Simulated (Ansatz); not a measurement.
## Molecular dynamics of C₂H₆Cl₃NSi

Input:

```yaml
crystal:
  periodic: [false, false, false]
  atoms:
    - { symbol: Si, position_ang: [0.008356, -0.019392, 0.048891] }
    - { symbol: "N", position_ang: [0.124847, -0.304572, 1.759641] }
    - { symbol: C, position_ang: [-1.146936, -0.501058, 2.535185] }
    - { symbol: H, position_ang: [-1.855454, -1.102791, 1.928946] }
    - { symbol: H, position_ang: [-0.911898, -1.057881, 3.467771] }
    - { symbol: H, position_ang: [-1.636181, 0.46198, 2.816519] }
    - { symbol: C, position_ang: [1.169043, 0.446403, 2.536979] }
    - { symbol: H, position_ang: [1.38601, -0.112685, 3.472147] }
    - { symbol: H, position_ang: [2.09911, 0.508966, 1.934984] }
    - { symbol: H, position_ang: [0.845867, 1.477864, 2.813906] }
    - { symbol: Cl, position_ang: [1.954043, -0.158694, -0.750698] }
    - { symbol: Cl, position_ang: [-0.779595, 1.86434, -0.563487] }
    - { symbol: Cl, position_ang: [-1.255011, -1.50248, -0.757084] }
basis:
  gaussian: { orbitals: STO-3G }
hamiltonian:
  xc: pbe
md:
  timestep: 0.5
  n_steps: 166
  ensemble: nvt_langevin
  temperature: 1000.0
  initial_velocities: maxwell_boltzmann
  seed: 261365
  friction: 0.001
  temperature_schedule:
    - { n_steps: 41, end_temperature: 1000.0 }
    - { n_steps: 125, end_temperature: 2000.0 }
```

Run as:

```bash
$ ansatz run input.yaml --threads 1 --pin off --max-ram 2048MiB --backend cpu --events-out ev --progress --plain --runs-dir out
```

It starts from a relaxed structure.

Output, in part (one step line in 3, the closing report, with atoms numbered from 0):

```
md step     0: t =     0.00 fs  T =   923.1 K (target 1000.0 K)  F+E_penalty+E_count = -48540.76326797 eV  E_kin = 1.551120 eV  (22 SCF iters)
md step     3: t =     1.50 fs  T =   816.9 K (target 1000.0 K)  F+E_penalty+E_count = -48540.57657130 eV  E_kin = 1.372783 eV  (24 SCF iters)
md step     6: t =     3.00 fs  T =   648.8 K (target 1000.0 K)  F+E_penalty+E_count = -48540.31339499 eV  E_kin = 1.090266 eV  (24 SCF iters)
md step     9: t =     4.50 fs  T =   554.9 K (target 1000.0 K)  F+E_penalty+E_count = -48540.20562873 eV  E_kin = 0.932375 eV  (25 SCF iters)
md step    12: t =     6.00 fs  T =   515.5 K (target 1000.0 K)  F+E_penalty+E_count = -48540.13935412 eV  E_kin = 0.866216 eV  (25 SCF iters)
md step    15: t =     7.50 fs  T =   524.5 K (target 1000.0 K)  F+E_penalty+E_count = -48540.14335169 eV  E_kin = 0.881357 eV  (25 SCF iters)
md step    18: t =     9.00 fs  T =   651.3 K (target 1000.0 K)  F+E_penalty+E_count = -48540.35303952 eV  E_kin = 1.094468 eV  (25 SCF iters)
md step    21: t =    10.50 fs  T =   722.1 K (target 1000.0 K)  F+E_penalty+E_count = -48540.45454592 eV  E_kin = 1.213472 eV  (26 SCF iters)
md step    24: t =    12.00 fs  T =   650.4 K (target 1000.0 K)  F+E_penalty+E_count = -48540.30668689 eV  E_kin = 1.092951 eV  (26 SCF iters)
md step    27: t =    13.50 fs  T =   564.5 K (target 1000.0 K)  F+E_penalty+E_count = -48540.16068131 eV  E_kin = 0.948497 eV  (26 SCF iters)
md step    30: t =    15.00 fs  T =   522.9 K (target 1000.0 K)  F+E_penalty+E_count = -48540.07413352 eV  E_kin = 0.878679 eV  (26 SCF iters)
md step    33: t =    16.50 fs  T =   487.4 K (target 1000.0 K)  F+E_penalty+E_count = -48539.99923114 eV  E_kin = 0.819070 eV  (26 SCF iters)
md step    36: t =    18.00 fs  T =   481.7 K (target 1000.0 K)  F+E_penalty+E_count = -48540.02324807 eV  E_kin = 0.809388 eV  (24 SCF iters)
md step    39: t =    19.50 fs  T =   547.4 K (target 1000.0 K)  F+E_penalty+E_count = -48540.15504223 eV  E_kin = 0.919915 eV  (26 SCF iters)
md step    42: t =    21.00 fs  T =   565.5 K (target 1004.0 K)  F+E_penalty+E_count = -48540.16477704 eV  E_kin = 0.950274 eV  (27 SCF iters)
md step    45: t =    22.50 fs  T =   475.8 K (target 1028.0 K)  F+E_penalty+E_count = -48540.04600072 eV  E_kin = 0.799522 eV  (27 SCF iters)
md step    48: t =    24.00 fs  T =   456.4 K (target 1052.0 K)  F+E_penalty+E_count = -48539.98303736 eV  E_kin = 0.766924 eV  (27 SCF iters)
md step    51: t =    25.50 fs  T =   457.0 K (target 1076.0 K)  F+E_penalty+E_count = -48539.96059555 eV  E_kin = 0.767850 eV  (27 SCF iters)
md step    54: t =    27.00 fs  T =   458.4 K (target 1100.0 K)  F+E_penalty+E_count = -48539.96100115 eV  E_kin = 0.770292 eV  (24 SCF iters)
md step    57: t =    28.50 fs  T =   522.9 K (target 1124.0 K)  F+E_penalty+E_count = -48540.04331263 eV  E_kin = 0.878725 eV  (27 SCF iters)
md step    60: t =    30.00 fs  T =   562.4 K (target 1148.0 K)  F+E_penalty+E_count = -48540.09181847 eV  E_kin = 0.945101 eV  (27 SCF iters)
md step    63: t =    31.50 fs  T =   517.0 K (target 1172.0 K)  F+E_penalty+E_count = -48540.01472140 eV  E_kin = 0.868778 eV  (27 SCF iters)
md step    66: t =    33.00 fs  T =   473.3 K (target 1196.0 K)  F+E_penalty+E_count = -48539.94772928 eV  E_kin = 0.795369 eV  (27 SCF iters)
md step    69: t =    34.50 fs  T =   470.5 K (target 1220.0 K)  F+E_penalty+E_count = -48539.92216907 eV  E_kin = 0.790701 eV  (27 SCF iters)
md step    72: t =    36.00 fs  T =   468.0 K (target 1244.0 K)  F+E_penalty+E_count = -48539.88520424 eV  E_kin = 0.786444 eV  (24 SCF iters)
md step    75: t =    37.50 fs  T =   506.5 K (target 1268.0 K)  F+E_penalty+E_count = -48539.95404758 eV  E_kin = 0.851142 eV  (27 SCF iters)
md step    78: t =    39.00 fs  T =   587.7 K (target 1292.0 K)  F+E_penalty+E_count = -48540.09060472 eV  E_kin = 0.987520 eV  (27 SCF iters)
md step    81: t =    40.50 fs  T =   607.2 K (target 1316.0 K)  F+E_penalty+E_count = -48540.11043236 eV  E_kin = 1.020363 eV  (27 SCF iters)
md step    84: t =    42.00 fs  T =   537.1 K (target 1340.0 K)  F+E_penalty+E_count = -48539.99964230 eV  E_kin = 0.902463 eV  (27 SCF iters)
md step    87: t =    43.50 fs  T =   481.7 K (target 1364.0 K)  F+E_penalty+E_count = -48539.89998160 eV  E_kin = 0.809401 eV  (26 SCF iters)
md step    90: t =    45.00 fs  T =   441.2 K (target 1388.0 K)  F+E_penalty+E_count = -48539.82979290 eV  E_kin = 0.741347 eV  (24 SCF iters)
md step    93: t =    46.50 fs  T =   423.2 K (target 1412.0 K)  F+E_penalty+E_count = -48539.82269525 eV  E_kin = 0.711168 eV  (27 SCF iters)
md step    96: t =    48.00 fs  T =   513.1 K (target 1436.0 K)  F+E_penalty+E_count = -48539.99580006 eV  E_kin = 0.862191 eV  (25 SCF iters)
md step    99: t =    49.50 fs  T =   655.7 K (target 1460.0 K)  F+E_penalty+E_count = -48540.21901495 eV  E_kin = 1.101891 eV  (25 SCF iters)
md step   102: t =    51.00 fs  T =   708.9 K (target 1484.0 K)  F+E_penalty+E_count = -48540.26227342 eV  E_kin = 1.191176 eV  (25 SCF iters)
md step   105: t =    52.50 fs  T =   669.1 K (target 1508.0 K)  F+E_penalty+E_count = -48540.17983816 eV  E_kin = 1.124311 eV  (25 SCF iters)
md step   108: t =    54.00 fs  T =   567.8 K (target 1532.0 K)  F+E_penalty+E_count = -48540.06313102 eV  E_kin = 0.954185 eV  (26 SCF iters)
md step   111: t =    55.50 fs  T =   437.3 K (target 1556.0 K)  F+E_penalty+E_count = -48539.86797124 eV  E_kin = 0.734767 eV  (26 SCF iters)
md step   114: t =    57.00 fs  T =   389.7 K (target 1580.0 K)  F+E_penalty+E_count = -48539.75800224 eV  E_kin = 0.654800 eV  (26 SCF iters)
md step   117: t =    58.50 fs  T =   446.0 K (target 1604.0 K)  F+E_penalty+E_count = -48539.85868547 eV  E_kin = 0.749424 eV  (26 SCF iters)
md step   120: t =    60.00 fs  T =   541.4 K (target 1628.0 K)  F+E_penalty+E_count = -48539.99273484 eV  E_kin = 0.909833 eV  (25 SCF iters)
md step   123: t =    61.50 fs  T =   602.9 K (target 1652.0 K)  F+E_penalty+E_count = -48540.06128958 eV  E_kin = 1.013184 eV  (25 SCF iters)
md step   126: t =    63.00 fs  T =   602.0 K (target 1676.0 K)  F+E_penalty+E_count = -48540.09486560 eV  E_kin = 1.011610 eV  (25 SCF iters)
md step   129: t =    64.50 fs  T =   558.7 K (target 1700.0 K)  F+E_penalty+E_count = -48540.03730739 eV  E_kin = 0.938838 eV  (24 SCF iters)
md step   132: t =    66.00 fs  T =   478.2 K (target 1724.0 K)  F+E_penalty+E_count = -48539.88042518 eV  E_kin = 0.803494 eV  (25 SCF iters)
md step   135: t =    67.50 fs  T =   455.1 K (target 1748.0 K)  F+E_penalty+E_count = -48539.81807554 eV  E_kin = 0.764702 eV  (25 SCF iters)
md step   138: t =    69.00 fs  T =   492.9 K (target 1772.0 K)  F+E_penalty+E_count = -48539.84750910 eV  E_kin = 0.828243 eV  (25 SCF iters)
md step   141: t =    70.50 fs  T =   562.0 K (target 1796.0 K)  F+E_penalty+E_count = -48539.90135204 eV  E_kin = 0.944425 eV  (25 SCF iters)
md step   144: t =    72.00 fs  T =   596.7 K (target 1820.0 K)  F+E_penalty+E_count = -48539.99652681 eV  E_kin = 1.002695 eV  (25 SCF iters)
md step   147: t =    73.50 fs  T =   637.9 K (target 1844.0 K)  F+E_penalty+E_count = -48540.10728687 eV  E_kin = 1.071966 eV  (25 SCF iters)
md step   150: t =    75.00 fs  T =   624.7 K (target 1868.0 K)  F+E_penalty+E_count = -48540.09126878 eV  E_kin = 1.049797 eV  (26 SCF iters)
md step   153: t =    76.50 fs  T =   549.3 K (target 1892.0 K)  F+E_penalty+E_count = -48539.99863867 eV  E_kin = 0.922982 eV  (26 SCF iters)
md step   156: t =    78.00 fs  T =   557.1 K (target 1916.0 K)  F+E_penalty+E_count = -48539.98903785 eV  E_kin = 0.936208 eV  (26 SCF iters)
md step   159: t =    79.50 fs  T =   506.7 K (target 1940.0 K)  F+E_penalty+E_count = -48539.93623109 eV  E_kin = 0.851421 eV  (26 SCF iters)
md step   162: t =    81.00 fs  T =   464.2 K (target 1964.0 K)  F+E_penalty+E_count = -48539.84748104 eV  E_kin = 0.779977 eV  (26 SCF iters)
md step   165: t =    82.50 fs  T =   497.7 K (target 1988.0 K)  F+E_penalty+E_count = -48539.86826932 eV  E_kin = 0.836304 eV  (26 SCF iters)
md step   166: t =    83.00 fs  T =   521.9 K (target 1996.0 K)  F+E_penalty+E_count = -48539.89284956 eV  E_kin = 0.877012 eV  (24 SCF iters)
Total energy: -48539.89287822 eV, -1783.8081617535 hartree
Atom 0 at    -0.104921    -0.013889     0.009290 Å, force     0.619532     0.881236    -0.340278 eV/Å
Atom 1 at    -0.001981    -0.275496     1.709830 Å, force    -1.341928     1.072934     3.348361 eV/Å
Atom 2 at    -1.180112     0.459760     2.553534 Å, force     0.391397    -3.028091    -2.356891 eV/Å
Atom 3 at    -1.863040     0.803042     1.738688 Å, force    -0.209883     0.016158     0.600038 eV/Å
Atom 4 at    -1.744404    -0.194830     3.293717 Å, force     0.705157     0.014313    -0.926786 eV/Å
Atom 5 at    -0.844243     1.301537     3.100150 Å, force     1.148621     1.890368     0.966857 eV/Å
Atom 6 at     1.384244    -0.480008     2.394781 Å, force    -0.929792    -0.808086    -1.615428 eV/Å
Atom 7 at     1.393801    -0.899374     3.411496 Å, force    -1.044660    -0.328925     0.364318 eV/Å
Atom 8 at     1.861902    -1.240546     1.721405 Å, force     0.302302     0.520331     0.501403 eV/Å
Atom 9 at     2.013469     0.416444     2.472904 Å, force     0.181361     0.713556    -0.445837 eV/Å
Atom 10 at     1.884301    -0.074937    -0.630852 Å, force     0.572944    -0.077720    -0.508180 eV/Å
Atom 11 at    -0.900637     1.879580    -0.679076 Å, force    -0.004402    -0.617145     0.416574 eV/Å
Atom 12 at    -1.123659    -1.485309    -1.083396 Å, force    -0.390650    -0.248928    -0.004150 eV/Å
Dipole moment:    -0.025220    -0.011853     0.879358 e Å
```

The run went to its last step. The schedule's set-point averaged 1668 K over the second half and the system 535 K, so it lags behind the ramp. A run of 0.083 ps of so small a system gives no equilibrium averages. Limits of this set-up: minimal basis.

The same pairs are bonded in the first frame and the last. Pairs count as bonded within 1.25 times the sum of covalent radii (0.12 Å more for H–H).

Last frame:

```xyz
13
Properties=species:S:1:pos:R:3
Si -0.105 -0.014 0.009
N -0.002 -0.276 1.710
C -1.180 0.460 2.554
H -1.863 0.803 1.739
H -1.744 -0.195 3.294
H -0.844 1.302 3.100
C 1.384 -0.480 2.395
H 1.394 -0.899 3.412
H 1.862 -1.240 1.721
H 2.014 0.416 2.473
Cl 1.884 -0.075 -0.631
Cl -0.901 1.880 -0.679
Cl -1.124 -1.485 -1.083
```

Time of the run: 12 min on 1 thread of Arm Neoverse V1 (shared host), peak memory 0.11 GiB.
